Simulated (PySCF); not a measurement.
## Electron correlation in Ge (germanium, neutral)

[Ar] 3d10 4s2 4p2, high-spin 3P determinant. Computed with PySCF 2.14 in def2-QZVPPD (12s7p5d4f1g, 95 functions), with no relativity, point nucleus. Frozen: [Ar] 3d10; 4 electrons correlated.

| level | correlation energy (mhartree) |
| --- | --- |
| CCSD | -67.16 |
| (T) | -2.12 |
| CCSD(T) | -69.28 |

Diagnostics: T1 = 0.0098, D1 = 0.0252, largest double amplitude 0.084.

Task: Is a single reference adequate?

Result: Mostly. T1 lies below 0.03, but a double amplitude of this size points to a near-degeneracy that CCSD handles and MP2 describes poorly.
